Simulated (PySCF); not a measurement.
Basis-set dependence of excited states

C6H14O.
InChI=1S/C6H14O/c1-2-3-4-5-6-7/h7H,2-6H2,1H3

TDDFT with PBE0 (PySCF), vertical singlets, core orbitals frozen in the response, spherical d and f functions. The structure is a single PBE0-D3(BJ)/def2-SVP conformer in the gas phase; no vibrational or solvent corrections.

```json
{"basis": "6-31G*", "functions": "126", "diffuse": "no", "S1 (eV)": "8.05", "S2 (eV)": "9.06", "S3 (eV)": "9.62", "S4 (eV)": "9.70", "S5 (eV)": "9.74", "LUMO (eV)": "2.55", "α (au)": "68.8"}
{"basis": "6-31+G*", "functions": "154", "diffuse": "yes", "S1 (eV)": "6.70", "S2 (eV)": "7.51", "S3 (eV)": "7.75", "S4 (eV)": "7.80", "S5 (eV)": "8.01", "LUMO (eV)": "0.41", "α (au)": "75.9"}
{"basis": "def2-SVP", "functions": "168", "diffuse": "no", "S1 (eV)": "7.60", "S2 (eV)": "8.38", "S3 (eV)": "8.85", "S4 (eV)": "8.98", "S5 (eV)": "9.10", "LUMO (eV)": "1.73", "α (au)": "71.2"}
{"basis": "def2-SVPD", "functions": "255", "diffuse": "yes", "S1 (eV)": "6.97", "S2 (eV)": "7.75", "S3 (eV)": "8.04", "S4 (eV)": "8.32", "S5 (eV)": "8.35", "LUMO (eV)": "0.63", "α (au)": "81.6"}
{"basis": "aug-cc-pVDZ", "functions": "287", "diffuse": "yes", "S1 (eV)": "6.44", "S2 (eV)": "7.02", "S3 (eV)": "7.20", "S4 (eV)": "7.29", "S5 (eV)": "7.57", "LUMO (eV)": "-0.12", "α (au)": "83.5"}
```

Task: How much do these states and the polarisability depend on the basis?

Result: States are compared by their number. Against the largest diffuse basis here (aug-cc-pVDZ, itself not a converged limit), sets without diffuse functions differ by up to 1.61 eV in S1 and 2.17 eV in S5; the smaller diffuse sets differ by up to 0.53 and 0.78 eV. State by state, the largest deviation of a set without diffuse functions is S1 1.61, S2 2.04, S3 2.42, S4 2.40, S5 2.17 eV. The same number needn't mean the same state in each row. Against aug-cc-pVDZ the polarisability deviates by -18% in 6-31G*, -9% in 6-31+G*, -15% in def2-SVP, -2% in def2-SVPD. A single + in a Pople set puts diffuse functions on heavy atoms only.
